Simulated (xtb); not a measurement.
C₃H₉Bi (SMILES [CH3][Bi]([CH3])[CH3]), singlet, geometry from GFN2-xTB (such geometries of metal compounds can be far from the true shape).

Input for xtb:
```
$ xtb mol.xyz --gfn 1 --json

# file mol.xyz
13

Bi    -0.00265924    -0.00463990     0.32774277
C     -1.05486994    -1.53919065    -0.96882360
H     -0.64425811    -2.52383649    -0.78776141
H     -0.90946744    -1.27908881    -2.00731595
H     -2.11451925    -1.54953889    -0.74958142
C     -0.80582360     1.70974853    -0.92080720
H     -0.65333574     1.48323884    -1.96613109
H     -0.28504596     2.62610321    -0.67562231
H     -1.86385686     1.84117722    -0.73586087
C      1.88353121    -0.13071016    -0.92504196
H      1.61103079    -0.12000137    -1.97045578
H      2.41685485    -1.04639693    -0.70569174
H      2.52628836     0.71436864    -0.71619253
```

**Question.** Predict the dipole moment from GFN1-xTB run with xtb.

**Answer.** 2.74 D

**Question.** Predict the total energy from GFN1-xTB.

**Answer.** -13.394817 Ha

**Question.** What HOMO-LUMO gap does GFN1-xTB give?

**Answer.** 6.77 eV

**Question.** What partial charges in atom order does GFN1-xTB give?

**Answer.** Bi1 0.56, C2 -0.27, H3 0.02, H4 0.04, H5 0.02, C6 -0.27, H7 0.04, H8 0.02, H9 0.02, C10 -0.27, H11 0.04, H12 0.02, H13 0.02
